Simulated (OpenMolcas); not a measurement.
**Au4+: moving or changing the point charges**

Au4+ among 8 point charges of -1 e arranged as a cube (Oh), 1.9 Å from the ion.

```
Program             : OpenMolcas 26.06
Method              : SS-CASPT2, IPEA 0.25 Eh, imaginary shift 0.1 Eh (closed shells correlated: 5s 5p)
Basis               : ANO-RCC-VDZP [7s6p4d2f]
Scalar Hamiltonian  : DKH2, point nucleus
Active space        : 7 electrons in 5 orbitals (5d)
State averaging     : 2S+1 = 4 even, 10 roots; 2S+1 = 2 even, 40 roots
Spin-orbit coupling : RASSI with atomic mean-field integrals over the reference wave functions
```

Runs around this geometry, states (labels of O, the rotations of Oh). Energies in cm-1 above the lowest state or level, χT in cm3 K/mol; 10Dq and B are least-squares fits to the states below 45000 cm-1, weighted by degeneracy, with a free offset, and given where the rms deviation is under 5 % of |10Dq| (or 100 cm-1) and under 700 cm-1; 10Dq is negative for this site.

```tsv
R (Å)	q (e)	Ground state	First state of that spin	10Dq	B (rms of fit)	First gap with spin-orbit (degeneracies)	χT at 300 K	First state of another spin
1.9	-0.65	4A2	4T2 3190			1460 (4, 4)	4.248	2E 16390
1.82	-1	4A2	4T2 5890	-6065	850 (301)	3020 (4, 4)	3.998	2E 16960
1.9	-1	4A2	4T2 4740			2410 (4, 4)	4.081	2E 16820
2.12	-1	4A2	4T2 2940			1350 (4, 4)	4.276	2E 16340
```

Taking the first state of the same spin as R^-n, n = -ln(2940 / 5890) / ln(2.12 / 1.82) = 4.6 between the shortest and longest distance.

Scaling the charges by -0.65 / -1 = 0.65 scales the first state of the same spin by 3190 / 4740 = 0.67; with fixed orbitals a first-order splitting would follow the charge.

Roots that are degenerate in the reference are averaged as groups; the widest CASPT2 spread within a group is 340 cm-1 (the 3-fold group of multiplicity 2 near 30200 cm-1 above the lowest state of its run, R = 1.82, q = -1). Shifts and gaps below about the spread of the groups concerned are not significant. Free-ion shares, where given, are those of the reference states; single-state CASPT2 does not remix them. Spin-orbit coupling mixes the spin-free states strongly: the lowest level takes only 41 % from its leading state, 4A2 (figures for R = 1.9, q = -0.65; the like holds for R = 1.82, q = -1, R = 1.9, q = -1, R = 2.12, q = -1). Point charges carry no covalency, so the field is a model and not that of real ligands. No measured value stands beside these numbers.
